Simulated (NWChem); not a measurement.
C2H4AlClO; SMILES C=[CH][Al]([OH])[Cl]

```xyz
9

Al     0.2101     0.1824     0.1178
Cl    -1.7867     0.4060     0.8053
C      0.6782    -1.1259    -1.2207
C      1.9431    -1.2647    -1.6522
H     -0.0766    -1.7828    -1.6567
H      2.2268    -1.9990    -2.4078
H      2.7581    -0.6511    -1.2714
O      1.4321     1.1842     0.7648
H      1.2375     1.8505     1.4353
```
Atoms are numbered in this order, from 1.

Coordinates come from a B3LYP/6-31G* (spherical d) optimisation.

Q: Give the principal values of the shielding tensors (ppm) of Al1, Cl2, C3, C4, O8 from Hartree-Fock/6-31G* (spherical d), GIAO (NWChem), with their diamagnetic and paramagnetic parts as GIAO splits them.

A: 
```json
[
 {"atom": "Al1", "σ11": "454.1", "σ22": "491.4", "σ33": "553.4", "isotropic": "499.6", "diamagnetic": "795.1", "paramagnetic": "-295.5"},
 {"atom": "Cl2", "σ11": "960.0", "σ22": "1012.9", "σ33": "1109.8", "isotropic": "1027.6", "diamagnetic": "1148.7", "paramagnetic": "-121.2"},
 {"atom": "C3", "σ11": "-42.9", "σ22": "74.5", "σ33": "194.0", "isotropic": "75.2", "diamagnetic": "253.1", "paramagnetic": "-177.9"},
 {"atom": "C4", "σ11": "-92.4", "σ22": "66.1", "σ33": "181.8", "isotropic": "51.8", "diamagnetic": "256.8", "paramagnetic": "-205.0"},
 {"atom": "O8", "σ11": "258.6", "σ22": "307.3", "σ33": "342.6", "isotropic": "302.8", "diamagnetic": "391.7", "paramagnetic": "-88.9"}
]
```
